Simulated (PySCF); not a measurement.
PySCF input for Ta(NH)(F)2(OH) (F2H2NOTa), SMILES [OH][Ta]([F])([F])=[NH], multiplicity 1, C-PCM-M06-2X/def2-SVP. Geometry optimised at B3LYP-D3(BJ)/def2-SVP. The spin state was assumed, not searched. The structure was generated by enumeration; whether it is a known compound was not checked. The def2 effective core potentials stand for the cores of Ta; spin–orbit coupling is left out. One conformer was computed; it need not be the lowest.

```python
import numpy as np
from pyscf import gto, scf, dft
from pyscf.solvent import pcm

mol = gto.M(
    atom='''
    Ta    0.01203773   -0.00500247   -0.00000000
    N    -0.05360648   -1.77358630   -0.00000001
    H    -0.05742799   -2.78693684   -0.00000002
    F     0.91033815    0.55894508    1.57398543
    F     0.91033808    0.55894510   -1.57398547
    O    -1.77324072    0.65730967    0.00000005
    H    -2.64624137    0.24773190    0.00000006
    ''',
    basis='def2-SVP',
    ecp={'Ta': 'def2-svp'},
    charge=0,
    spin=0,
    max_memory=1600,
    verbose=3,
)
mf = dft.RKS(mol, xc='m06-2x').density_fit(auxbasis='def2-universal-jkfit')
mf.grids.level = 4
mf.conv_tol = 1e-9
mf.max_cycle = 100
mf.kernel()
res = {}
for name, eps in {'water': 78.355, 'cyclohexanone': 15.619, '2-propanol': 19.264}.items():
    s = mf.PCM()
    s.with_solvent.method, s.with_solvent.eps, s.with_solvent.lebedev_order = 'C-PCM', eps, 29
    s.kernel(mf.make_rdm1())
    res[name] = (s.e_tot, eps, s.dip_moment(), s.mo_energy, s.converged)
    print(f'{name}: electrostatic solvation free energy {(s.e_tot - mf.e_tot) * 627.509474:.3f} kcal/mol')
```

It prints:

```
converged SCF energy = -387.61391524025

WARN: PCM is an experimental feature. It is still in testing.
Features and APIs may be changed in the future.

converged SCF energy = -387.628366057936
Dipole moment(X, Y, Z, Debye): -2.89899, -1.47110,  0.00000
water: electrostatic solvation free energy -9.068 kcal/mol

WARN: PCM is an experimental feature. It is still in testing.
Features and APIs may be changed in the future.

converged SCF energy = -387.627564958769
Dipole moment(X, Y, Z, Debye): -2.86905, -1.46128,  0.00000
cyclohexanone: electrostatic solvation free energy -8.565 kcal/mol

WARN: PCM is an experimental feature. It is still in testing.
Features and APIs may be changed in the future.

converged SCF energy = -387.627753711131
Dipole moment(X, Y, Z, Debye): -2.87606, -1.46358,  0.00000
2-propanol: electrostatic solvation free energy -8.684 kcal/mol
```

The calculation finished and met its thresholds.
